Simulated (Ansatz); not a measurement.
Molecular dynamics of C₂H₇AlSSi

Input:

```yaml
crystal:
  periodic: [false, false, false]
  atoms:
    - { symbol: Si, position_ang: [-2.295059, 1.028495, 0.427906] }
    - { symbol: Al, position_ang: [-0.325017, -0.09135, 0.247734] }
    - { symbol: C, position_ang: [0.721776, -1.607799, 0.067194] }
    - { symbol: C, position_ang: [1.518203, -0.222112, 0.010363] }
    - { symbol: S, position_ang: [2.378584, 0.076622, -1.557774] }
    - { symbol: H, position_ang: [-2.874012, 1.252948, -0.877164] }
    - { symbol: H, position_ang: [-3.273941, 0.304198, 1.205518] }
    - { symbol: H, position_ang: [-2.140724, 2.324183, 1.048204] }
    - { symbol: H, position_ang: [0.744096, -2.174989, -0.868713] }
    - { symbol: H, position_ang: [1.019771, -2.256862, 0.895313] }
    - { symbol: H, position_ang: [2.197135, -0.117074, 0.869251] }
    - { symbol: H, position_ang: [2.40619, 1.428639, -1.433831] }
basis:
  gaussian: { orbitals: STO-3G }
hamiltonian:
  xc: pbe0
  dispersion: d4
md:
  timestep: 0.25
  n_steps: 236
  ensemble: nvt_nose_hoover
  temperature: 500.0
  initial_velocities: maxwell_boltzmann
  seed: 275559
scf:
  lower_state_search: "off"
```

Run as:

```bash
$ ansatz run input.yaml --threads 1 --pin off --max-ram 2048MiB --backend cpu --events-out ev --progress --plain --runs-dir out
```

It starts from a relaxed structure.

Output, in part (one step line in 4, the closing report, with atoms numbered from 0):

```
md step     0: t =     0.00 fs  T =   500.0 K  F+E_penalty+E_count = -27168.12548290 eV  E_kin = 0.646300 eV  conserved = -27167.47918290 eV  (12 SCF iters)
md step     4: t =     1.00 fs  T =   446.1 K  F+E_penalty+E_count = -27168.05547420 eV  E_kin = 0.576617 eV  conserved = -27167.47885799 eV  (14 SCF iters)
md step     8: t =     2.00 fs  T =   334.6 K  F+E_penalty+E_count = -27167.91089475 eV  E_kin = 0.432523 eV  conserved = -27167.47838515 eV  (14 SCF iters)
md step    12: t =     3.00 fs  T =   250.9 K  F+E_penalty+E_count = -27167.80248741 eV  E_kin = 0.324377 eV  conserved = -27167.47815719 eV  (14 SCF iters)
md step    16: t =     4.00 fs  T =   238.0 K  F+E_penalty+E_count = -27167.78588441 eV  E_kin = 0.307700 eV  conserved = -27167.47828865 eV  (13 SCF iters)
md step    20: t =     5.00 fs  T =   272.5 K  F+E_penalty+E_count = -27167.83066509 eV  E_kin = 0.352237 eV  conserved = -27167.47862803 eV  (13 SCF iters)
md step    24: t =     6.00 fs  T =   293.0 K  F+E_penalty+E_count = -27167.85731528 eV  E_kin = 0.378780 eV  conserved = -27167.47887757 eV  (13 SCF iters)
md step    28: t =     7.00 fs  T =   256.7 K  F+E_penalty+E_count = -27167.81011787 eV  E_kin = 0.331824 eV  conserved = -27167.47880419 eV  (13 SCF iters)
md step    32: t =     8.00 fs  T =   181.2 K  F+E_penalty+E_count = -27167.71197654 eV  E_kin = 0.234199 eV  conserved = -27167.47844804 eV  (13 SCF iters)
md step    36: t =     9.00 fs  T =   134.1 K  F+E_penalty+E_count = -27167.65064598 eV  E_kin = 0.173289 eV  conserved = -27167.47816340 eV  (13 SCF iters)
md step    40: t =    10.00 fs  T =   165.9 K  F+E_penalty+E_count = -27167.69179524 eV  E_kin = 0.214432 eV  conserved = -27167.47832678 eV  (13 SCF iters)
md step    44: t =    11.00 fs  T =   247.4 K  F+E_penalty+E_count = -27167.79732044 eV  E_kin = 0.319791 eV  conserved = -27167.47875185 eV  (13 SCF iters)
md step    48: t =    12.00 fs  T =   302.8 K  F+E_penalty+E_count = -27167.86870212 eV  E_kin = 0.391410 eV  conserved = -27167.47890333 eV  (13 SCF iters)
md step    52: t =    13.00 fs  T =   299.3 K  F+E_penalty+E_count = -27167.86354384 eV  E_kin = 0.386896 eV  conserved = -27167.47871475 eV  (12 SCF iters)
md step    56: t =    14.00 fs  T =   264.8 K  F+E_penalty+E_count = -27167.81817950 eV  E_kin = 0.342217 eV  conserved = -27167.47848151 eV  (12 SCF iters)
md step    60: t =    15.00 fs  T =   239.7 K  F+E_penalty+E_count = -27167.78529501 eV  E_kin = 0.309858 eV  conserved = -27167.47838821 eV  (12 SCF iters)
md step    64: t =    16.00 fs  T =   242.6 K  F+E_penalty+E_count = -27167.78860149 eV  E_kin = 0.313581 eV  conserved = -27167.47841652 eV  (13 SCF iters)
md step    68: t =    17.00 fs  T =   269.2 K  F+E_penalty+E_count = -27167.82260460 eV  E_kin = 0.348000 eV  conserved = -27167.47850856 eV  (13 SCF iters)
md step    72: t =    18.00 fs  T =   302.2 K  F+E_penalty+E_count = -27167.86478731 eV  E_kin = 0.390639 eV  conserved = -27167.47865861 eV  (13 SCF iters)
md step    76: t =    19.00 fs  T =   315.0 K  F+E_penalty+E_count = -27167.88073671 eV  E_kin = 0.407151 eV  conserved = -27167.47878906 eV  (13 SCF iters)
md step    80: t =    20.00 fs  T =   287.8 K  F+E_penalty+E_count = -27167.84479789 eV  E_kin = 0.371981 eV  conserved = -27167.47872858 eV  (13 SCF iters)
md step    84: t =    21.00 fs  T =   236.9 K  F+E_penalty+E_count = -27167.77804381 eV  E_kin = 0.306168 eV  conserved = -27167.47842769 eV  (13 SCF iters)
md step    88: t =    22.00 fs  T =   217.5 K  F+E_penalty+E_count = -27167.75226658 eV  E_kin = 0.281172 eV  conserved = -27167.47822073 eV  (12 SCF iters)
md step    92: t =    23.00 fs  T =   263.5 K  F+E_penalty+E_count = -27167.81133060 eV  E_kin = 0.340637 eV  conserved = -27167.47846484 eV  (12 SCF iters)
md step    96: t =    24.00 fs  T =   331.8 K  F+E_penalty+E_count = -27167.89908613 eV  E_kin = 0.428872 eV  conserved = -27167.47883966 eV  (13 SCF iters)
md step   100: t =    25.00 fs  T =   354.3 K  F+E_penalty+E_count = -27167.92719425 eV  E_kin = 0.457966 eV  conserved = -27167.47888247 eV  (13 SCF iters)
md step   104: t =    26.00 fs  T =   318.4 K  F+E_penalty+E_count = -27167.87953863 eV  E_kin = 0.411615 eV  conserved = -27167.47860845 eV  (13 SCF iters)
md step   108: t =    27.00 fs  T =   269.8 K  F+E_penalty+E_count = -27167.81550462 eV  E_kin = 0.348770 eV  conserved = -27167.47833877 eV  (13 SCF iters)
md step   112: t =    28.00 fs  T =   255.7 K  F+E_penalty+E_count = -27167.79638121 eV  E_kin = 0.330487 eV  conserved = -27167.47834349 eV  (13 SCF iters)
md step   116: t =    29.00 fs  T =   277.3 K  F+E_penalty+E_count = -27167.82357442 eV  E_kin = 0.358396 eV  conserved = -27167.47852755 eV  (13 SCF iters)
md step   120: t =    30.00 fs  T =   304.2 K  F+E_penalty+E_count = -27167.85742743 eV  E_kin = 0.393177 eV  conserved = -27167.47862540 eV  (13 SCF iters)
md step   124: t =    31.00 fs  T =   317.1 K  F+E_penalty+E_count = -27167.87303768 eV  E_kin = 0.409888 eV  conserved = -27167.47865752 eV  (13 SCF iters)
md step   128: t =    32.00 fs  T =   308.9 K  F+E_penalty+E_count = -27167.86129801 eV  E_kin = 0.399261 eV  conserved = -27167.47872071 eV  (13 SCF iters)
md step   132: t =    33.00 fs  T =   273.2 K  F+E_penalty+E_count = -27167.81401793 eV  E_kin = 0.353202 eV  conserved = -27167.47862612 eV  (13 SCF iters)
md step   136: t =    34.00 fs  T =   230.8 K  F+E_penalty+E_count = -27167.75793238 eV  E_kin = 0.298362 eV  conserved = -27167.47837653 eV  (13 SCF iters)
md step   140: t =    35.00 fs  T =   222.7 K  F+E_penalty+E_count = -27167.74645463 eV  E_kin = 0.287799 eV  conserved = -27167.47838130 eV  (13 SCF iters)
md step   144: t =    36.00 fs  T =   248.0 K  F+E_penalty+E_count = -27167.77842022 eV  E_kin = 0.320533 eV  conserved = -27167.47861464 eV  (13 SCF iters)
md step   148: t =    37.00 fs  T =   267.4 K  F+E_penalty+E_count = -27167.80244462 eV  E_kin = 0.345630 eV  conserved = -27167.47868836 eV  (13 SCF iters)
md step   152: t =    38.00 fs  T =   262.6 K  F+E_penalty+E_count = -27167.79502584 eV  E_kin = 0.339491 eV  conserved = -27167.47862201 eV  (13 SCF iters)
md step   156: t =    39.00 fs  T =   240.6 K  F+E_penalty+E_count = -27167.76533396 eV  E_kin = 0.311039 eV  conserved = -27167.47856619 eV  (13 SCF iters)
md step   160: t =    40.00 fs  T =   211.8 K  F+E_penalty+E_count = -27167.72683186 eV  E_kin = 0.273725 eV  conserved = -27167.47847121 eV  (12 SCF iters)
md step   164: t =    41.00 fs  T =   195.2 K  F+E_penalty+E_count = -27167.70429990 eV  E_kin = 0.252357 eV  conserved = -27167.47831384 eV  (13 SCF iters)
md step   168: t =    42.00 fs  T =   219.0 K  F+E_penalty+E_count = -27167.73397843 eV  E_kin = 0.283113 eV  conserved = -27167.47828700 eV  (13 SCF iters)
md step   172: t =    43.00 fs  T =   285.3 K  F+E_penalty+E_count = -27167.81856343 eV  E_kin = 0.368744 eV  conserved = -27167.47857385 eV  (13 SCF iters)
md step   176: t =    44.00 fs  T =   342.5 K  F+E_penalty+E_count = -27167.89115513 eV  E_kin = 0.442699 eV  conserved = -27167.47894174 eV  (13 SCF iters)
md step   180: t =    45.00 fs  T =   328.8 K  F+E_penalty+E_count = -27167.87151234 eV  E_kin = 0.424992 eV  conserved = -27167.47890600 eV  (13 SCF iters)
md step   184: t =    46.00 fs  T =   255.1 K  F+E_penalty+E_count = -27167.77409941 eV  E_kin = 0.329757 eV  conserved = -27167.47838820 eV  (14 SCF iters)
md step   188: t =    47.00 fs  T =   212.9 K  F+E_penalty+E_count = -27167.71786527 eV  E_kin = 0.275183 eV  conserved = -27167.47804846 eV  (14 SCF iters)
md step   192: t =    48.00 fs  T =   260.2 K  F+E_penalty+E_count = -27167.77800659 eV  E_kin = 0.336358 eV  conserved = -27167.47838793 eV  (13 SCF iters)
md step   196: t =    49.00 fs  T =   339.7 K  F+E_penalty+E_count = -27167.87935666 eV  E_kin = 0.439040 eV  conserved = -27167.47889492 eV  (14 SCF iters)
md step   200: t =    50.00 fs  T =   359.3 K  F+E_penalty+E_count = -27167.90254947 eV  E_kin = 0.464374 eV  conserved = -27167.47896164 eV  (14 SCF iters)
md step   204: t =    51.00 fs  T =   300.5 K  F+E_penalty+E_count = -27167.82415796 eV  E_kin = 0.388422 eV  conserved = -27167.47862560 eV  (13 SCF iters)
md step   208: t =    52.00 fs  T =   221.4 K  F+E_penalty+E_count = -27167.71985544 eV  E_kin = 0.286177 eV  conserved = -27167.47822993 eV  (13 SCF iters)
md step   212: t =    53.00 fs  T =   194.7 K  F+E_penalty+E_count = -27167.68383055 eV  E_kin = 0.251615 eV  conserved = -27167.47809199 eV  (13 SCF iters)
md step   216: t =    54.00 fs  T =   245.9 K  F+E_penalty+E_count = -27167.74881068 eV  E_kin = 0.317801 eV  conserved = -27167.47833512 eV  (13 SCF iters)
md step   220: t =    55.00 fs  T =   331.5 K  F+E_penalty+E_count = -27167.85792806 eV  E_kin = 0.428528 eV  conserved = -27167.47871440 eV  (13 SCF iters)
md step   224: t =    56.00 fs  T =   382.9 K  F+E_penalty+E_count = -27167.92195091 eV  E_kin = 0.494927 eV  conserved = -27167.47886572 eV  (13 SCF iters)
md step   228: t =    57.00 fs  T =   370.9 K  F+E_penalty+E_count = -27167.90365526 eV  E_kin = 0.479471 eV  conserved = -27167.47871945 eV  (13 SCF iters)
md step   232: t =    58.00 fs  T =   323.0 K  F+E_penalty+E_count = -27167.83887285 eV  E_kin = 0.417471 eV  conserved = -27167.47841954 eV  (13 SCF iters)
md step   236: t =    59.00 fs  T =   295.5 K  F+E_penalty+E_count = -27167.80090335 eV  E_kin = 0.381915 eV  conserved = -27167.47821980 eV  (13 SCF iters)
Total energy: -27167.80092294 eV, -998.3982689213 hartree
Atom 0 at    -2.299140     1.054348     0.480556 Å, force    -0.255072    -1.576292     2.627789 eV/Å
Atom 1 at    -0.384399    -0.148445     0.170225 Å, force    -0.548814    -0.068548     0.771562 eV/Å
Atom 2 at     0.797731    -1.587828     0.212266 Å, force    -0.713084     0.684479    -0.927440 eV/Å
Atom 3 at     1.427587    -0.148208    -0.102307 Å, force     0.951814    -0.492094     1.090615 eV/Å
Atom 4 at     2.444781     0.052310    -1.559129 Å, force    -0.100342     1.528894    -0.843776 eV/Å
Atom 5 at    -2.446246     1.946785    -0.528380 Å, force    -0.294710     1.904061    -2.095396 eV/Å
Atom 6 at    -3.546163     0.277715     0.492323 Å, force     0.584109     0.215143     0.083855 eV/Å
Atom 7 at    -2.265358     1.853581     1.735173 Å, force     0.049274    -0.643603    -0.821111 eV/Å
Atom 8 at     0.728199    -2.201752    -0.685694 Å, force     0.142917    -0.350458    -0.107801 eV/Å
Atom 9 at     1.234350    -2.145100     1.033178 Å, force     0.085235    -0.111273     0.265979 eV/Å
Atom 10 at     2.024479     0.075043     0.805560 Å, force    -0.296111     0.463086    -0.217402 eV/Å
Atom 11 at     2.121733     1.417395    -1.748809 Å, force     0.394785    -1.553393     0.173124 eV/Å
Dipole moment:    -0.529328     0.168785     0.146820 e Å
```

The run went to its last step. The conserved energy stayed within 0.095 meV per atom of its start (net change 0.08 meV per atom), so the integration is sound. The mean temperature of the second half is 44 % below the set value. A run of 0.059 ps of so small a system gives no equilibrium averages. Limits of this set-up: minimal basis.

The same pairs are bonded in the first frame and the last. Pairs count as bonded within 1.25 times the sum of covalent radii (0.12 Å more for H–H).

Last frame:

```xyz
12
Properties=species:S:1:pos:R:3
Si -2.299 1.054 0.481
Al -0.384 -0.148 0.170
C 0.798 -1.588 0.212
C 1.428 -0.148 -0.102
S 2.445 0.052 -1.559
H -2.446 1.947 -0.528
H -3.546 0.278 0.492
H -2.265 1.854 1.735
H 0.728 -2.202 -0.686
H 1.234 -2.145 1.033
H 2.025 0.075 0.806
H 2.122 1.417 -1.749
```

Run time: 17 min on 1 thread of AMD EPYC (Zen 3) (shared host), peak memory 0.11 GiB.
